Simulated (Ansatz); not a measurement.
A run of Ansatz (development build ahead of 0.2.0) on sextet Nb at this shape:

A single Nb atom.

Its results:

```
Converged                       : yes
Total energy                    : -56.83895 hartree
Spin squared of the determinant : 8.750
```

Task: Which input gives this output? Name the method, the orbitals and the basis set, and write the input.

Result: PBE (restricted open-shell) in def2-TZVPP. The basis set brings a core potential for Nb, so the total leaves out those core electrons.

```yaml
crystal:
  periodic: [false, false, false]
  atoms:
    - { symbol: Nb, position_ang: [0.0, 0.0, 0.0] }
basis:
  gaussian: { orbitals: def2-TZVPP }
magnetization:
  initial_magnetization: 5
hamiltonian:
  xc: pbe
```
